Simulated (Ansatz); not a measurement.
Conformers of ClFH2HfOSe (`[OH][Hf]([F])([Cl])[SeH]`), each relaxed with PBE0-D4/def2-TZVP in Ansatz. CBS adds the triple-zeta coupled-cluster correction to the MP2 limit.

Elements past krypton have def2 core potentials. Outer-core shells of Hf, Se are correlated without core-valence functions. Scalar relativity is left out up to krypton. Spin–orbit coupling is left out.

Not all of them had a frequency check.

Conformer A:

Z-matrix (Å, degrees):
```
Hf
F 1 1.897
Cl 1 2.349 2 108.0
O 1 1.888 2 111.8 3 -123.0
Se 1 2.577 2 109.2 3 120.9
H 4 0.953 1 170.4 2 43.3
H 5 1.474 1 88.8 2 -51.6
```

Conformer B:

Z-matrix (Å, degrees):
```
Hf
F 1 1.894
Cl 1 2.348 2 108.4
O 1 1.891 2 112.1 3 121.6
Se 1 2.583 2 107.4 3 -120.2
H 4 0.952 1 169.1 2 -40.2
H 5 1.472 1 88.3 2 -145.3
```

(1) Which is lowest in electronic energy at CCSD(T)/CBS (frozen core, def2 sets), and by how much? (An estimate is asked.)

(2) Give the energies relative to A (kJ/mol) with PBE0-D4/def2-TZVPP, B2PLYP/def2-TZVPP, B3LYP/def2-TZVPP, HF/def2-TZVPP, MP2/def2-TZVPP, HF/def2-QZVPP, SCS-MP2/def2-QZVPP. (Estimate.)

## Answers

(1) The calculation gave: A; B lies 2.1 kJ/mol higher.

(2) Ansatz gave: 
```csv
level,B
PBE0-D4/def2-TZVPP,1.9
B2PLYP/def2-TZVPP,2.1
B3LYP/def2-TZVPP,2.1
HF/def2-TZVPP,2.0
MP2/def2-TZVPP,2.3
HF/def2-QZVPP,2.0
SCS-MP2/def2-QZVPP,2.2
```

B3LYP here is the variant with VWN-RPA as its local correlation; programs differ in this.
